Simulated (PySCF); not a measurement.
## Pr(40+): ionisation energy

Pr(40+) [Ar] 3d1 (2D) → Pr(41+) [Ar] (1S), as a difference of total energies. Computed with PySCF 2.14 in an uncontracted even-tempered set (18 s from 7.3 bohr⁻², ratio 2.5; 12 p from 9.5 bohr⁻², ratio 2.5; 7 d from 9.5 bohr⁻², ratio 2.5; 4 f from 33 bohr⁻², ratio 2.7; 3 g from 50 bohr⁻², ratio 2.7), with the spin-free X2C one-electron Hamiltonian (Gaussian nucleus). Correlated levels: outer shells: [Ne] frozen; virtual orbitals above 40 to 60 times the deepest correlated orbital energy dropped. The calculations carry no spin-orbit coupling.

```tsv
method	ionisation energy (eV)
UHF	2925.7
LDA	2926.6
PBE	2927.5
PBE0	2927.5
r2SCAN	2928.2
PW91	2928.3
B3LYP	2928.1
MP2 (outer shells)	2925.4
SCS-MP2 (outer shells)	2925.4
```

A first-order spin-orbit estimate (lowest level to lowest level, LS coupling) adds 15.587 eV.

Breit and QED terms and the two-electron picture change are absent.

First order in ζ underestimates the shift of j = l − 1/2 levels at high Z.

For comparison: 2941 ± 4 eV (theoretical estimate listed by NIST; NIST Atomic Spectra Database, ionization energies).
